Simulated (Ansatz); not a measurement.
A structure relaxed at PBE-D4/def2-SVP in Ansatz, charge 0, singlet:

```csv
atom,x (Å),y (Å),z (Å)
Sn1,0.5543,0.9655,2.9033
Sn2,1.0459,-2.3862,1.0307
Sn3,-0.7058,3.3213,-0.5496
Sn4,0.6473,-0.2133,-3.4009
Sn5,-2.1432,-0.3120,0.5367
Sn6,1.6610,1.5666,-1.1710
S7,2.0190,0.1160,0.8729
S8,-1.4101,2.1297,1.5903
S9,0.9490,-2.3468,-1.9506
S10,-0.7950,-1.2487,2.6378
S11,-0.9721,0.9132,-1.6975
S12,-0.8504,-2.5054,-0.8021
```

(1) Give its formula.

(2) Summarise the bond lengths by kind (pairs closer than 1.2 times the sum of covalent radii, bridged metal pairs left out).

Results:

(1) Sn₆S₆.

(2) 16 × S–Sn 2.53 to 2.88 Å; 1 × S–S 2.14 Å.

In the def2 sets Sn takes a core potential; there is no spin–orbit coupling. Another isomer (singlet) lies 1.57 eV lower at PBE0-D4/def2-SVP; other spin states weren't run for this one.
